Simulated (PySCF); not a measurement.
# Bi⁺: ionisation energy

Bi⁺ [Xe] 4f14 5d10 6s2 6p2 (3P) → Bi²⁺ [Xe] 4f14 5d10 6s2 6p1 (2P), as a difference of total energies. Calculation: PySCF 2.14, in def2-TZVPPD with the def2 core potential (60 electrons) (7s5p4d2f, 56 functions); scalar relativity through the core potential. Correlated levels: valence: 5s2 5p6 5d10 frozen. The calculations carry no spin-orbit coupling.

```csv
method,ionisation energy (eV),difference from reference (eV)
UHF,15.308,-1.395
MP2 (valence),15.576,-1.127
SCS-MP2 (valence),15.517,-1.186
CCSD (valence),15.612,-1.091
CCSD(T) (valence),15.627,-1.076
```

Reference: 16.703 eV (measured; NIST Atomic Spectra Database, ionization energies).

Spin-orbit coupling is strong in these open shells (close to jj coupling). The scalar numbers leave it out and a first-order estimate fails, so it can dominate the gap to the real levels.

Errors of the correlated levels include the incompleteness of this basis and the frozen core.
